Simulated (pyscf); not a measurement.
**O=Ta(=O)–Cl, singlet**

Gas-phase minimum from PySCF at ωB97X-D3(BJ)/def2-SVP, one conformer. 

```
Ta
O 1 1.7218
O 1 1.7221 2 106.45
Cl 1 2.3252 2 111.11 3 121.33
```
Charge 0, spin multiplicity 1.

Properties at ωB97X-D3(BJ)/def2-SVP:

```json
{
 "harmonic_wavenumbers_unscaled": "149, 172, 333, 413, 979, 1036 cm⁻¹",
 "zero_point_energy": "4.4 kcal/mol",
 "rotational_symmetry_number": "1",
 "Entropy of this conformer at 298 K and 1 atm, rigid rotor and harmonic oscillator, modes under 100 cm⁻¹ raised to 100": "320.4 J/(mol K)",
 "dipole_moment": "5.56 D"
}
```

Single-point totals, which compare only within one level (frozen core for MP2 and CC):

```csv
level,total energy (hartree)
ωB97X-D3(BJ)/def2-TZVP,-667.92901
PBE/def2-TZVP,-667.59757
r²SCAN/def2-TZVP,-667.82532
B3LYP-D3(BJ)/def2-TZVP,-667.92643
PBE0-D3(BJ)/def2-TZVP,-667.56551
M06-2X/def2-TZVP,-667.69881
ωB97M-D3(BJ)/def2-TZVP,-667.92252
HF/def2-TZVPP,-665.81049
MP2/def2-TZVPP,-666.89868
CCSD/def2-TZVPP,-666.85884
CCSD(T)/def2-TZVPP,-666.91915
```

The CCSD(T) − MP2 part came from Ansatz, without density fitting, on the same reference. The frozen core leaves the outer d or s,p core shells of the metals and heavy elements correlated in the MP2 and CC values, and def2-TZVPP describes them poorly, so these totals are far from the basis limit. Elements past Kr carry the def2 core potentials, without spin-orbit coupling.
